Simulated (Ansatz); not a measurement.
`COc1ccc(-c2sc(-c3sc(-c4sc(-c5sc(-c6ccc(C(F)=C(F)F)cc6)c6c5OCCO6)c5c4OCCO5)c4c3OCCO4)c3c2OCCO3)cc1`, relaxed as a singlet with RKS PBE-D4/def2-SVP in Ansatz, starting from the GFN2-xTB geometry. Force threshold 0.03 eV/Å.

Single mean-field runs in def2-SVP are fitted with def2-universal-jkfit.

Start:

Cartesian coordinates in Å:
```
C -10.969 5.404 -5.523
O -10.690 4.643 -4.374
C -9.424 4.174 -4.195
C -8.359 4.388 -5.063
C -7.108 3.879 -4.766
C -6.886 3.135 -3.608
C -5.572 2.635 -3.272
S -5.369 1.351 -2.109
C -3.636 1.461 -2.180
C -2.805 0.669 -1.341
S -1.156 1.085 -0.988
C -0.974 -0.282 0.086
C 0.233 -0.453 0.850
S 1.227 -1.879 0.799
C 2.370 -1.204 1.927
C 3.555 -1.890 2.346
S 4.577 -2.744 1.233
C 5.764 -3.099 2.462
C 6.976 -3.805 2.134
C 7.902 -4.174 3.119
C 9.082 -4.800 2.787
C 9.384 -5.093 1.454
C 10.629 -5.731 1.056
F 10.746 -6.022 -0.262
C 11.687 -6.069 1.802
F 12.782 -6.652 1.327
F 11.809 -5.874 3.110
C 8.448 -4.756 0.470
C 7.272 -4.128 0.805
C 5.352 -2.574 3.671
C 4.106 -1.902 3.606
O 3.487 -1.371 4.701
C 4.051 -1.850 5.905
C 5.576 -1.790 5.836
O 6.062 -2.663 4.835
C 1.978 0.055 2.318
C 0.783 0.483 1.690
O 0.229 1.711 1.918
C 1.143 2.595 2.535
C 1.880 1.901 3.682
O 2.674 0.840 3.189
C -2.129 -1.024 0.121
C -3.172 -0.470 -0.660
O -4.432 -0.998 -0.711
C -4.652 -1.917 0.340
C -3.460 -2.869 0.466
O -2.293 -2.167 0.852
C -3.251 2.419 -3.090
C -4.341 3.072 -3.712
O -4.154 4.068 -4.635
C -2.835 4.576 -4.615
C -1.814 3.438 -4.569
O -1.945 2.702 -3.370
C -7.970 2.910 -2.752
C -9.212 3.425 -3.035
H -10.860 4.806 -6.435
H -10.326 6.287 -5.589
H -12.005 5.724 -5.422
H -8.486 4.953 -5.973
H -6.291 4.061 -5.443
H 7.689 -3.960 4.152
H 9.770 -5.066 3.572
H 8.656 -4.986 -0.563
H 6.565 -3.868 0.032
H 3.740 -2.890 6.076
H 3.665 -1.215 6.703
H 6.028 -2.124 6.771
H 5.889 -0.761 5.617
H 1.877 2.949 1.797
H 0.554 3.437 2.898
H 2.563 2.589 4.184
H 1.149 1.514 4.404
H -4.789 -1.378 1.288
H -5.566 -2.458 0.091
H -3.295 -3.361 -0.503
H -3.633 -3.621 1.236
H -2.725 5.165 -5.527
H -2.695 5.223 -3.738
H -1.969 2.775 -5.431
H -0.794 3.822 -4.582
H -7.817 2.337 -1.850
H -10.047 3.275 -2.368
```

Q: Estimate the energy that the relaxation releases and the steps that it takes.

A: 77.3 kJ/mol, in 38 steps; 2.5 min on 11 threads of AMD EPYC 7R13 on a shared host and a whole NVIDIA H100 80GB HBM3. No frequencies were taken in this run, so the end may be a saddle point.

Q: Does the start keep its bonding and symmetry?

A: By distances, no bond broke or formed. The bond that changes most is C10–S11, from 1.74 to 1.76 Å (atoms count from 1).

Q: Predict the relaxed structure.

A: 
```xyz
82

C   -11.225    3.946   -6.429
O   -10.634    2.740   -5.989
C    -9.484    2.814   -5.260
C    -8.832    4.011   -4.904
C    -7.650    3.974   -4.152
C    -7.079    2.750   -3.726
C    -5.848    2.705   -2.950
S    -5.051    1.169   -2.625
C    -3.751    1.919   -1.708
C    -2.679    1.167   -1.132
S    -1.361    1.928   -0.241
C    -0.573    0.381    0.069
C     0.667    0.274    0.773
S     1.482   -1.265    1.027
C     2.846   -0.506    1.843
C     3.943   -1.304    2.314
S     4.422   -2.757    1.455
C     5.686   -3.155    2.610
C     6.494   -4.352    2.441
C     7.546   -4.683    3.337
C     8.319   -5.830    3.160
C     8.083   -6.713    2.077
C     8.854   -7.928    1.833
F     8.482   -8.662    0.754
C     9.901   -8.435    2.533
F    10.524   -9.557    2.208
F    10.423   -7.875    3.618
C     7.033   -6.391    1.182
C     6.264   -5.244    1.361
C     5.736   -2.160    3.593
C     4.751   -1.134    3.439
O     4.589   -0.123    4.342
C     5.255   -0.384    5.576
C     6.661   -0.910    5.330
O     6.616   -2.162    4.639
C     2.653    0.874    1.921
C     1.428    1.303    1.334
O     1.044    2.615    1.293
C     2.136    3.506    1.532
C     2.976    3.028    2.710
O     3.556    1.751    2.444
C    -1.320   -0.655   -0.499
C    -2.491   -0.218   -1.170
O    -3.352   -1.077   -1.792
C    -3.146   -2.433   -1.384
C    -1.661   -2.779   -1.370
O    -0.958   -1.970   -0.422
C    -3.948    3.301   -1.676
C    -5.115    3.741   -2.366
O    -5.458    5.067   -2.426
C    -4.766    5.857   -1.456
C    -3.282    5.512   -1.430
O    -3.092    4.153   -1.034
C    -7.758    1.556   -4.094
C    -8.930    1.583   -4.844
H   -10.549    4.523   -7.100
H   -11.520    4.602   -5.577
H   -12.134    3.663   -6.993
H    -9.233    4.987   -5.212
H    -7.152    4.916   -3.891
H     7.752   -4.022    4.187
H     9.120   -6.041    3.880
H     6.826   -7.059    0.335
H     5.457   -5.031    0.642
H     4.676   -1.125    6.176
H     5.284    0.575    6.131
H     7.191   -1.096    6.285
H     7.243   -0.170    4.734
H     2.772    3.577    0.619
H     1.695    4.501    1.738
H     3.816    3.725    2.899
H     2.344    2.973    3.627
H    -3.579   -2.592   -0.370
H    -3.690   -3.069   -2.109
H    -1.228   -2.629   -2.386
H    -1.504   -3.832   -1.067
H    -4.919    6.916   -1.743
H    -5.208    5.692   -0.446
H    -2.836    5.682   -2.437
H    -2.744    6.137   -0.691
H    -7.356    0.581   -3.775
H    -9.450    0.655   -5.124
```
Bond lengths: 35 × C–C 1.36 to 1.52 Å; 18 × C–O 1.36 to 1.43 Å; 8 × C–S 1.75 to 1.76 Å; 3 × C–F 1.32 to 1.36 Å; 27 × C–H 1.10 to 1.12 Å.
